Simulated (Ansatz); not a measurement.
Mulliken charges of `NC1(F)O[SiH2]O1` from PBE/def2-TZVPP in Ansatz (PBE0-D4/def2-TZVP geometry).

```
atom   x (Å)   y (Å)   z (Å)  charge (e)
  N1  -0.047  -1.744  -0.200      -0.272
  C2  -0.509  -0.429  -0.116       0.376
  F3  -1.860  -0.462  -0.161      -0.151
  O4   0.005   0.391  -1.131      -0.331
 Si5   0.471   1.495   0.037       0.531
  O6  -0.137   0.323   1.050      -0.341
  H7   0.959  -1.789  -0.131       0.157
  H8  -0.480  -2.327   0.503       0.164
  H9  -0.251   2.785   0.019      -0.064
 H10   1.933   1.706   0.131      -0.071
```

Task: By hand: the dipole of these point charges (1 e Å = 4.8032 D).

Result: Σ q r = (0.348, -0.025, 0.122) e Å, of length 0.370 e Å = 1.78 D.

Task: How does the dipole of the full density compare? (An estimate is asked.)

Result: The calculation gave: (0.443, 0.061, 0.229) e Å, 2.41 D; the point charges give 0.74 times that, at 13° from its direction.

Point charges leave out the atoms' own dipoles, such as those of lone pairs, and Mulliken's split depends on the basis, so the two needn't agree.
